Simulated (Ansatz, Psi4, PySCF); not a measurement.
Interaction energy of H4GeO4 ··· H2 (SMILES [OH][Ge]([OH])([OH])[OH] and [H][H]), singlet. Monomers: optimised at B3LYP-D3(BJ) (def2-TZVP), held rigid. Orientation: lowest of the rigid-body minima from ten starts at GFN2-xTB. Only R, the distance of the centres of mass, is varied, so the lowest point isn't the relaxed dimer.

- RHF/6-31G* = PySCF with restricted Hartree-Fock/6-31G*, spherical d, no counterpoise correction
- SCS-MP2/aug-cc-pVTZ = DF-SCS-MP2/aug-cc-pVTZ, frozen core, counterpoise-corrected in Psi4
- CCSD(T)/aug-cc-pVDZ = CCSD(T) on RHF/aug-cc-pVDZ, cores with 3d frozen, counterpoise-corrected in Ansatz (a program for electronic structure)

Interaction energies in kJ/mol:

| R / Å | RHF/6-31G* | SCS-MP2/aug-cc-pVTZ |
|---|---|---|
| 3.19 | 6.71 | 3.14 |
| 3.31 | 4.20 | 1.39 |
| 3.55 | 1.26 | -0.44 |
| 3.71 | 0.29 | -0.94 |
| 3.97 | -0.37 | -1.16 |
| 4.29 | -0.47 | -1.02 |
| 4.53 | -0.39 | -0.84 |
| 5.06 | -0.21 | -0.51 |
| 5.74 | -0.10 | -0.26 |
| 6.78 | -0.04 | -0.10 |
| 8.06 | -0.01 | -0.04 |

Question: What does CCSD(T)/aug-cc-pVDZ give at the same points?

Answer: 3.19: 2.46; 3.31: 0.75; 3.55: -0.98; 3.71: -1.41; 3.97: -1.52; 4.29: -1.28; 4.53: -1.04; 5.06: -0.61; 5.74: -0.31; 6.78: -0.12; 8.06: -0.04 (kJ/mol).
